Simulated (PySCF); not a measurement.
**PBE on W (tungsten, neutral)**

Configuration: [Xe] 4f14 5d4 6s1 6p1, one real determinant (an excited configuration). All numbers are calculated (PySCF 2.14, a scalar-relativistic core potential, in aug-cc-pwCVTZ-PP with ECP60MDF (8s8p7d4f3g, 122 functions)).

| Property | Result |
| --- | --- |
| Total energy | -67.2169 hartree |
| One-electron energy | -112.3400 hartree |
| Hartree (Coulomb) energy | 52.6889 hartree |
| Exchange-correlation energy | -7.5658 hartree |
| ⟨S²⟩ | 12.0008 |
| ⟨L²⟩ | 8.006 |
| Sum of ⟨r⟩ | 25.38 bohr |
| Sum of ⟨r²⟩ | 65.56 bohr² |
| Traceless quadrupole moment −½Σ⟨3z² − r²⟩ along its main axis | -7.82 e·bohr² |

```csv
shell,electrons,mean orbital energy (eV),spread (eV),"rms radius, mean of both spins (bohr)"
5s α,1,-79.758,0,1.15
5s β,1,-77.873,0,1.15
5p α,3,-44.939,0.250,1.34
5p β,3,-42.493,0.802,1.34
6s α,1,-7.289,0,3.26
5d α,4,-6.772,0.284,2.21
6p α,1,-2.604,0,4.69
```

⟨L²⟩ = 8.01 against 12 for a pure F term, so this real determinant mixes terms. Energies and moments cover only the electrons outside the core potential. Spin-orbit coupling, absent here, splits the open shell strongly.
